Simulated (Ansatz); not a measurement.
Correlation energies of C4H6ClFO2Ti, SMILES `[CH3][Ti-]1([F])([Cl])[O]C=CC=[O+]1` by basis set

Cartesian coordinates in Å:
```
C 1.793 -1.168 0.985
Ti 0.127 -0.016 1.334
F 1.008 1.047 2.432
Cl -1.303 -1.045 2.662
O -0.583 -0.955 -0.331
C -1.054 -0.551 -1.423
C -1.189 0.790 -1.777
C -0.813 1.775 -0.885
O -0.319 1.576 0.269
H 2.359 -1.223 1.916
H 2.380 -0.636 0.227
H 1.520 -2.158 0.620
H -1.380 -1.323 -2.130
H -1.603 1.060 -2.737
H -0.942 2.825 -1.163
```

Total charge 0; spin multiplicity 1. Correlated methods include outer-core shells of Ti, which these sets cover unevenly. Scalar relativity is left out up to krypton. Geometry: relaxed with PBE0-D4/def2-TZVP. Frozen core, restricted reference, Ansatz.

```csv
basis,HF (Eh),MP2 corr.
def2-SVP,-1711.63656,-1.51961
def2-TZVPP,-1712.40177,-1.97730
def2-QZVPP,-1712.44750,-2.13545
```

(1) Estimate the CCSD correlation energy and the (T) correction in each basis where they were run (hartree).

Answers

(1) 
```
     basis  CCSD corr.       (T)
  def2-SVP    -1.56759  -0.06336
def2-TZVPP    -2.01156  -0.10090
```
